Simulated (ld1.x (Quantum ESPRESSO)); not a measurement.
**Transferability test, RRKJ potential for Ca**

| Quantity | Value |
| --- | --- |
| Element | calcium (Ca) |
| Generator | ld1.x (Quantum ESPRESSO) 7.5 |
| Type | norm-conserving RRKJ (Kleinman–Bylander form) |
| Functional | PBE |
| Relativity | scalar-relativistic |
| Frozen core | [Ne] |
| Valence charge | 10 |
| Reference configuration | 3s2 3p6 3d0 4s0 4p0 (charge +2) |
| Partial waves | 3s (bound): rc 1.45 bohr; 3d (bound, empty): rc 2.45 bohr; 4f channel at 0.05 Ry: rc 2.45 bohr; 3p (bound): rc 1.65 bohr |
| Local potential | the p channel |
| Core correction | Bessel-smoothed model core inside 1.50 bohr |
| rho0 | 0.02 |

Energies are relative to the spin-unpolarised reference configuration 3s2 3p6 3d0 4s0 4p0; without spin polarisation the order of configurations can differ from experiment.

```json
{"valence configuration": "3s2 3p6 3d0 4s1 4p0", "charge": "+1", "ΔE all-electron (eV)": "-11.821", "error AE − PS (meV)": "+50"}
{"valence configuration": "3s2 3p6 3d0 4s1.5 4p0", "charge": "+0.5", "ΔE all-electron (eV)": "-15.626", "error AE − PS (meV)": "+62"}
{"valence configuration": "3s2 3p6 3d0 4s0 4p1", "charge": "+1", "ΔE all-electron (eV)": "-8.773", "error AE − PS (meV)": "+19"}
{"valence configuration": "3s1 3p6 3d0 4s2 4p0", "charge": "+1", "ΔE all-electron (eV)": "36.099", "error AE − PS (meV)": "+185"}
{"valence configuration": "3s2 3p6 3d0 4s0 4p2", "charge": "0", "ΔE all-electron (eV)": "-13.179", "error AE − PS (meV)": "+24"}
```

Q: What are ΔE and the potential's error for 3s2 3p6 3d1 4s1 4p0?

A: ΔE = -15.848 eV all-electron; the error (AE − PS) is +69 meV.

Q: What are ΔE and the potential's error for 3s2 3p6 3d0 4s2 4p0?

A: ΔE = -18.130 eV all-electron; the error (AE − PS) is +68 meV.

Levels in the configuration 3s2 3p6 3d1 4s1 4p0:

| level | all-electron (eV) | pseudo (eV) |
| --- | --- | --- |
| 3s | -44.808 | -44.840 |
| 3p | -25.875 | -25.884 |
| 3d | -0.763 | -0.763 |
| 4s | -3.316 | -3.301 |
